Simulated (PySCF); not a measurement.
# Electron correlation in Ge (germanium, neutral)

[Ar] 3d10 4s1 4p2 4d1, one real determinant (an excited configuration). Computed with PySCF 2.14 in aug-cc-pVQZ-DK (8s7p5d3f2g, 93 functions), with the spin-free X2C one-electron Hamiltonian (Gaussian nucleus). Frozen: [Ar] 3d10; 4 electrons correlated.

```json
{"level": "CCSD", "correlation energy (mhartree)": "-24.63"}
{"level": "(T)", "correlation energy (mhartree)": "-1.88"}
{"level": "CCSD(T)", "correlation energy (mhartree)": "-26.51"}
```

Diagnostics: T1 = 0.031, D1 = 0.0858, largest double amplitude 0.246.

The real determinant used has ⟨L²⟩ near 8 against 12 for a pure F term, so it mixes terms. The outer electron is Rydberg-like, and this basis confines it to a smaller radius and binds it less than a complete one would. T1 exceeds 0.03, a sign that the reference determinant is poor. A double-excitation amplitude exceeds 0.15, a sign of near-degeneracy.

Cost of the coupled-cluster step: roughly 11 core-seconds, for 4 correlated electrons.

The reference is one real determinant that mixes LS terms of this configuration.
